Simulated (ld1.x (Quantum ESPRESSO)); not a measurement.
## Which change was made? (Pt, PAW)

| Quantity | Value |
| --- | --- |
| Element | platinum (Pt) |
| Generator | ld1.x (Quantum ESPRESSO) 7.5 |
| Type | PAW |
| Functional | PBE |
| Relativity | fully relativistic |
| Frozen core | [Xe] 4f14 |
| Valence charge | 10 |
| Reference configuration | 5d9 6s0 6p0 (charge +1) |
| Partial waves | 6s (bound, empty): rcut 2.40, rcutus 2.55 bohr; 6s channel at -0.5 Ry: rcut 2.40, rcutus 2.55 bohr; 6p (bound, empty): rcut 2.55, rcutus 3.25 bohr; 6p channel at 0.3 Ry: rcut 2.55, rcutus 3.25 bohr; 5d (bound): rcut 1.85, rcutus 2.10 bohr; 5d channel at 4.15 Ry: rcut 1.85, rcutus 2.10 bohr |
| Local potential | all-electron potential smoothed inside 1.80 bohr (lloc = -1) |
| Core correction | a·sin(br)/r model core inside 1.75 bohr |
| Augmentation charge | BESSEL, radius 1.60 bohr |

Open shells are filled in proportion to 2j + 1 (rel_dist='average').

Cutoffs, loose and tight: the cutoffs (Ry, on a coarse ladder) from which the occupation-weighted sum of valence levels, in a spherical-Bessel basis at the reference potential, stays within 10 and 1 mRy of its value at 400 Ry. They do not see the model core or the augmentation charge, which bear on the density cutoff. Test errors are all-electron minus pseudo excitation energies from the reference, over the configurations 5d9 6s1 6p0; 5d8 6s0 6p0; 5d7 6s0 6p0; 5d9 6s0.5 6p0; 5d8 6s1 6p0; 5d8 6s1 6p1; 5d9 6s0 6p1; variants that change the core or the reference have their own tests. The largest error is taken over the tests solved by every variant that gives reliable tests at all, those not shown here included: 5d7 6s0 6p0; 5d8 6s0 6p0; 5d8 6s1 6p0; 5d9 6s0 6p1; 5d9 6s0.5 6p0; 5d9 6s1 6p0.

The base gives: outcome: generated; bound ghosts: not determined; largest test error (meV): -199.

After one change the result is: outcome: failed: new_paw_hamiltonian: negative rho. Which change was it?
A. all radii but the core radius scaled by about 0.75 (s 1.92, p 2.46, d 1.58 bohr, rcut 1.82/1.92/1.40); local potential all-electron potential smoothed inside 1.36 bohr (lloc = -1); augmentation BESSEL, radius 1.20 bohr
B. all radii but the core radius scaled by about 1.38 (s 3.52, p 4.50, d 2.90 bohr, rcut 3.32/3.52/2.56); local potential all-electron potential smoothed inside 2.48 bohr (lloc = -1); augmentation BESSEL, radius 2.22 bohr
C. all radii but the core radius scaled by about 1.20 (s 3.06, p 3.90, d 2.52 bohr, rcut 2.88/3.06/2.22); local potential all-electron potential smoothed inside 2.16 bohr (lloc = -1); augmentation BESSEL, radius 1.92 bohr

A. The others give: all radii but the core radius scaled by about 1.20 (s 3.06, p 3.90, d 2.52 bohr, rcut 2.88/3.06/2.22); local potential all-electron potential smoothed inside 2.16 bohr (lloc = -1); augmentation BESSEL, radius 1.92 bohr → outcome: generated; bound ghosts: not determined; largest test error (meV): +269 | all radii but the core radius scaled by about 1.38 (s 3.52, p 4.50, d 2.90 bohr, rcut 3.32/3.52/2.56); local potential all-electron potential smoothed inside 2.48 bohr (lloc = -1); augmentation BESSEL, radius 2.22 bohr → outcome: generated; bound ghosts: not determined; largest test error (meV): -319.
